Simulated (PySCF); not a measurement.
Cl4H2Si2, SMILES Cl[SiH2][Si](Cl)(Cl)Cl.

Coordinates come from a ωB97X-D3(BJ)/def2-SVP optimisation. The values are those of a single conformer.

Two levels are set side by side: TDA-PBE/def2-SVPD (PySCF) and TDA-B3LYP/def2-SVPD (PySCF). Vertical, same geometry. The lowest singlet is HOMO→LUMO 95 % with PBE and HOMO→LUMO 96 % with the other functional; states are paired by order. Differences are taken from unrounded values.

```tsv
quantity	TDA-PBE
lowest singlet excitation (eV)	5.60
lowest triplet excitation (TDA) (eV)	5.02
first bright state (f over 0.05) (eV)	6.05
its oscillator strength	0.07
```

### Question
These are the TDA-PBE values. What does TDA-B3LYP give? (The exact figures need the calculation; the answer reports its results.)

### Answer

| quantity | TDA-B3LYP | TDA-PBE minus TDA-B3LYP |
|---|---|---|
| lowest singlet excitation (eV) | 6.07 | -0.48 |
| lowest triplet excitation (TDA) (eV) | 5.46 | -0.44 |
| first bright state (f over 0.05) (eV) | 6.68 | -0.64 |
| its oscillator strength | 0.14 | -0.07 |

A lower first singlet is the usual sign of a functional without exact exchange. Differences between two approximate levels are no errors against the true value.

Rough cost on one machine, each run with all the roots and properties that it gave: TDA-B3LYP against TDA-PBE about 3 times.
